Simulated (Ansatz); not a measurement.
CH$_{4}$BFZn (`[CH3][Zn][BH]F`), relaxed with RKS PBE0-D4/def2-TZVP in Ansatz 0.2.0 from a PBE-D4/def2-SVP geometry. The force threshold is 0.005 eV/Å; the program also tests the step.

Charge 0, multiplicity 1.

Start:

```xyz
8

C     0.372   -1.500   -0.895
Zn   -0.041    0.143    0.082
B    -0.504    1.910    1.107
F     0.185    2.255    2.204
H     0.151   -1.393   -1.979
H     1.444   -1.774   -0.802
H    -0.223   -2.359   -0.520
H    -1.384    2.718    0.803
```

Task: How much energy does the relaxation release, and in how many steps? (Estimate.)

Result: Ansatz gave: 0.02 eV, in 5 steps, 1 of them rejected.

Task: Which bonds change most? (Best estimate.)

Result: The calculation gave: B3–H8 from 1.232 to 1.210 Å; C1–H5 from 1.111 to 1.094 Å; C1–H7 from 1.111 to 1.094 Å; C1–H6 from 1.111 to 1.094 Å.

Task: Give the relaxed structure. (An estimate is asked.)

Result: Ansatz gave: 
```xyz
8

C     0.372   -1.501   -0.898
Zn   -0.039    0.138    0.076
B    -0.506    1.911    1.105
F     0.175    2.248    2.195
H     0.152   -1.395   -1.964
H     1.429   -1.764   -0.801
H    -0.215   -2.343   -0.520
H    -1.368    2.706    0.807
```
